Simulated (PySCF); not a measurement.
# Spin-rotation constants: `C=C(F)S(=O)(=O)O`, C2H3FO3S

Cartesian coordinates in Å; atom numbers follow the order of the lines, from 1:
```xyz
10

C    -1.7492   -0.0288   -0.5196
C    -0.5935   -0.4903   -0.1102
F    -0.3090   -1.7708    0.1359
S     0.8566    0.5373    0.1811
O     1.4172    0.2367    1.4579
O     0.5258    1.8762   -0.1605
O     1.8395   -0.0564   -0.9372
H    -2.6057   -0.6577   -0.6987
H    -1.8326    1.0293   -0.6849
H     2.4599   -0.6708   -0.5392
```

Computed with GIAO KT3/pcSseg-1 magnetisability, rotational g tensor and spin-rotation constants, non-relativistic, gas phase (PySCF). Geometry: GFN2-xTB.

Question: Give the nuclear spin-rotation constants along the inertial axes (H = +C I·J) beside the isotropic shieldings.

Answer: Rotational constants 3.3870, 2.1357, 1.7626 GHz. A star marks the isotopologue with that one atom substituted, in its own axes.
| atom | isotope | Caa (kHz) | Cbb (kHz) | Ccc (kHz) | mean (kHz) | σ (ppm) |
| --- | --- | --- | --- | --- | --- | --- |
| F3 | 19F | 5.328 | 2.510 | 1.298 | 3.045 | 269.4 |
| H8 | 1H | 0.295 | -0.229 | -0.212 | -0.049 | 26.5 |
| H9 | 1H | -0.211 | 0.101 | -0.214 | -0.108 | 26.3 |
| H10 | 1H | -0.452 | 0.116 | -0.198 | -0.178 | 26.8 |
| C1 | 13C* | 1.133 | 0.653 | 0.213 | 0.666 | 94.2 |
| C2 | 13C* | 1.502 | 0.776 | 0.479 | 0.919 | 24.7 |
| S4 | 33S* | 1.477 | 0.675 | 0.665 | 0.939 | 242.9 |
| O5 | 17O* | -0.878 | -0.503 | -0.387 | -0.589 | 106.2 |
| O7 | 17O* | -0.850 | -0.563 | -0.240 | -0.551 | 130.6 |

For the geometry as given, no vibrational averaging.

Question: How do the rotational constants and the g tensor change when H8, H9, H10 are replaced by deuterium?

Answer: Constants 3.1836, 2.0208, 1.6448 GHz; g -0.0468, -0.0266, -0.0129, against -0.0485, -0.0287, -0.0139 before.
